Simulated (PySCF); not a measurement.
# Radial density of In (indium, neutral)

UHF, [Kr] 4d10 5s2 5d1, 2D determinant (an excited configuration). Computed with PySCF 2.14 in aug-cc-pVDZ-PP with ECP28MDF (5s4p3d, 32 functions), with scalar relativity through the core potential. This is the valence pseudo-density: the core potential removes the inner electrons and smooths the orbitals near the nucleus.

```json
{"r (bohr)": "0.0165", "4πr²ρ (e/bohr)": "1.865e-05", "4πr²(ρα − ρβ)": "0.0000"}
{"r (bohr)": "0.0278", "4πr²ρ (e/bohr)": "4.655e-05", "4πr²(ρα − ρβ)": "0.0000"}
{"r (bohr)": "0.0468", "4πr²ρ (e/bohr)": "0.0001078", "4πr²(ρα − ρβ)": "0.0000"}
{"r (bohr)": "0.0787", "4πr²ρ (e/bohr)": "0.0004288", "4πr²(ρα − ρβ)": "0.0000"}
{"r (bohr)": "0.132", "4πr²ρ (e/bohr)": "0.004913", "4πr²(ρα − ρβ)": "0.0000"}
{"r (bohr)": "0.223", "4πr²ρ (e/bohr)": "0.07855", "4πr²(ρα − ρβ)": "0.0000"}
{"r (bohr)": "0.375", "4πr²ρ (e/bohr)": "1.656", "4πr²(ρα − ρβ)": "0.0003"}
{"r (bohr)": "0.630", "4πr²ρ (e/bohr)": "15.71", "4πr²(ρα − ρβ)": "0.0020"}
{"r (bohr)": "1.06", "4πr²ρ (e/bohr)": "17.26", "4πr²(ρα − ρβ)": "0.0052"}
{"r (bohr)": "1.78", "4πr²ρ (e/bohr)": "3.878", "4πr²(ρα − ρβ)": "-0.0100"}
{"r (bohr)": "3.00", "4πr²ρ (e/bohr)": "0.8313", "4πr²(ρα − ρβ)": "0.0505"}
{"r (bohr)": "5.04", "4πr²ρ (e/bohr)": "0.2935", "4πr²(ρα − ρβ)": "0.2359"}
{"r (bohr)": "8.48", "4πr²ρ (e/bohr)": "0.06428", "4πr²(ρα − ρβ)": "0.0641"}
```

Energies and moments cover only the electrons outside the core potential. The outer electron is Rydberg-like, and this basis confines it to a smaller radius and binds it less than a complete one would.

Where is the radial spin density 4πr²(ρα − ρβ) most negative, and why is it negative at all?

Around r = 1.78 bohr, down to -0.0100 e/bohr: exchange with the open shell polarises the paired shells in an unrestricted calculation.
